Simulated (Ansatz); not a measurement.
H2AlBCl, SMILES `[AlH2][B-]Cl` (singlet; the order of the spin states depends on the level) (charge -1, multiplicity 1). This singlet lies 0.08 eV below the relaxed triplet at the level frozen-core CCSD(T)/aug-cc-pVTZ // B3LYP-D3(BJ)/def2-TZVPD (Ansatz, a first-principles code); other levels give the other order.

Cartesian coordinates (Å):
SMILES: [AlH2][B-]Cl
```xyz
5

Al    -0.7837     0.0262    -0.2423
B      1.1429    -0.0405     0.2850
Cl     2.8879    -0.1275     0.0105
H     -1.6837    -1.2903     0.0214
H     -1.5634     1.4321    -0.0746
```
Charge -1, spin multiplicity 1.

The restricted HF start is unstable towards unrestricted orbitals.

Give the natural occupations of the active orbitals, the CASSCF energy and the corrected energy for frozen-core fic-MRCISD+Q@CASSCF(2e,2o)/aug-cc-pVTZ // B3LYP-D3(BJ)/def2-TZVPD run with Ansatz.


The natural occupations is 1.84, 0.16 and the CASSCF energy comes out as -727.2794 Ha. The corrected energy is -727.6937 Ha. The weight of the reference is 0.867.
